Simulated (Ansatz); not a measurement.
Consider the atomization: `O[Si](O)(Cl)N[SiH2]Cl` → 2 Cl• + 5 H• + N• + 2 O• + 2 Si•.

Computed with Ansatz on PBE0-D4/def2-TZVP structures; ΔE is electronic, products minus reactants. CCSD(T)/CBS is the MP2 limit (def2-TZVPP, def2-QZVPP) plus CCSD(T) − MP2 in def2-TZVPP, frozen cores. This one scheme is used for every species, atoms too. DFT in def2-TZVPP. B3LYP here is the variant with VWN-RPA as its local correlation; programs differ in this. Open shells (•) are unrestricted, without spin–orbit coupling. Spin–orbit coupling would lower the free atoms: a little for Cl, O, Si. Each species was taken in one conformer, which may not be the lowest.

Q: What is ΔE at CCSD(T)/CBS? (Estimate.)

A: Ansatz gave: +4497.6 kJ/mol.

Q: What do these levels give: PBE-D4, r2SCAN-D4, PBE0-D4, B3LYP-D4, B2PLYP, B3LYP, HF/def2-TZVPP, MP2/def2-TZVPP, SCS-MP2/def2-TZVPP, SCS-MP2/def2-QZVPP, HF/CBS(def2), MP2/CBS(def2)? (Best estimate.)

A: Computed: PBE-D4 4514.2, r2SCAN-D4 4478.7, PBE0-D4 4433.1, B3LYP-D4 4442.0, B2PLYP 4401.7, B3LYP 4375.1, HF/def2-TZVPP 3178.7, MP2/def2-TZVPP 4467.6, SCS-MP2/def2-TZVPP 4423.9, SCS-MP2/def2-QZVPP 4530.5, HF/CBS(def2) 3193.1, MP2/CBS(def2) 4628.2 kJ/mol.

Largest T1 diagnostic among the species: 0.012.

The D4 term adds +66.9 kJ/mol with B3LYP and +35.6 kJ/mol with PBE0; it sums over pairs of atoms, weighted by their polarisabilities, and B3LYP, whose exchange is more repulsive, gets the larger term. From PBE to PBE0 (25 % exact exchange), in def2-TZVPP and without D4, ΔE moves by −75.4 kJ/mol: exact exchange takes away binding that semilocal exchange gives to molecules. In def2-TZVPP, CCSD(T) changes the Hartree–Fock value by +1158.2 kJ/mol (the triples alone add +75.2 kJ/mol) and MP2 by +1288.9 kJ/mol; breaking electron pairs costs correlation energy, which Hartree–Fock lacks.

For atomizations the MP2-based limit and the directly extrapolated one differ by several kJ/mol either way, and by 10 to 25 for some Ge, Se and Sn compounds, so smaller differences from it don't rank the levels.
